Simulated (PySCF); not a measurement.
F2Mg, charge +1, doublet, geometry from GFN2-xTB (such geometries of metal compounds can be far from the true shape) (a state made from the parent by changing its charge; the spin is typed, not shown lowest); DF-HF/STO-3G run with PySCF.

The PySCF input:
```python
from pyscf import gto, scf

mol = gto.Mole()
mol.atom = '''
    Mg    0.02084867   -0.00292335   -0.00700014
    F    -0.22416534    1.32081815   -1.17235055
    F     0.19636712   -1.31692035    1.18168407
'''
mol.basis = 'sto-3g'
mol.charge = 1
mol.spin = 1
mol.verbose = 4
mol.build()

mf = scf.UHF(mol)
mf = mf.density_fit(auxbasis='def2-universal-jkfit')
mf.kernel()
```

What the program printed (banner, timings and long lists left out):

```
PySCF version 2.14.0

[INPUT] verbose = 4
[INPUT] num. atoms = 3
[INPUT] num. electrons = 29
[INPUT] charge = 1
[INPUT] spin (= nelec alpha-beta = 2S) = 1
[INPUT] symmetry False subgroup None
[INPUT] Mole.unit = angstrom
[INPUT] Symbol           X                Y                Z      unit          X                Y                Z       unit  Magmom
[INPUT]  1 Mg     0.020848670000  -0.002923350000  -0.007000140000 AA    0.039398276361  -0.005524330866  -0.013228347434 Bohr   0.0
[INPUT]  2 F     -0.224165340000   1.320818150000  -1.172350550000 AA   -0.423611099220   2.495984563855  -2.215421461483 Bohr   0.0
[INPUT]  3 F      0.196367120000  -1.316920350000   1.181684070000 AA    0.371080076670  -2.488618789366   2.233059258061 Bohr   0.0

nuclear repulsion = 76.2339918127974
number of shells = 11
number of NR pGTOs = 57
number of NR cGTOs = 19
basis = sto-3g
ecp = {}

******** <class 'pyscf.df.df_jk.DFUHF'> ********
method = DFUHF
initial guess = minao
damping factor = 0
level_shift factor = 0
DIIS = <class 'pyscf.scf.diis.CDIIS'>
diis_start_cycle = 1
diis_space = 8
diis_damp = 0
SCF conv_tol = 1e-09
SCF conv_tol_grad = None
SCF max_cycles = 50
direct_scf = False
number electrons alpha = 15  beta = 14
Set gradient conv threshold to 3.16228e-05
******** <class 'pyscf.df.df.DF'> ********
auxbasis = def2-universal-jkfit
init E= -392.532012248481

cycle= 1 E= -392.9403084783  delta_E= -0.408  |g|= 0.214  |ddm|= 1.73
cycle= 2 E= -392.983526176489  delta_E= -0.0432  |g|= 0.042  |ddm|= 0.401
cycle= 3 E= -392.985412544342  delta_E= -0.00189  |g|= 0.0154  |ddm|= 0.0658
cycle= 4 E= -392.985999827996  delta_E= -0.000587  |g|= 0.00667  |ddm|= 0.0489
cycle= 5 E= -392.986135243014  delta_E= -0.000135  |g|= 0.00161  |ddm|= 0.0322
cycle= 6 E= -392.986144617767  delta_E= -9.37e-06  |g|= 0.00106  |ddm|= 0.00735
cycle= 7 E= -392.986149130177  delta_E= -4.51e-06  |g|= 0.00112  |ddm|= 0.00335
cycle= 8 E= -392.986138300334  delta_E= 1.08e-05  |g|= 0.000907  |ddm|= 0.00876
cycle= 9 E= -392.986122733606  delta_E= 1.56e-05  |g|= 0.00026  |ddm|= 0.0249
cycle= 10 E= -392.98612231983  delta_E= 4.14e-07  |g|= 2.01e-05  |ddm|= 0.00544
cycle= 11 E= -392.986122320293  delta_E= -4.63e-10  |g|= 4.57e-06  |ddm|= 0.000111
Extra cycle  E= -392.986122320363  delta_E= -7.07e-11  |g|= 5.21e-06  |ddm|= 1.45e-05
converged SCF energy = -392.986122320363  <S^2> = 0.79997358  2S+1 = 2.0493644
```
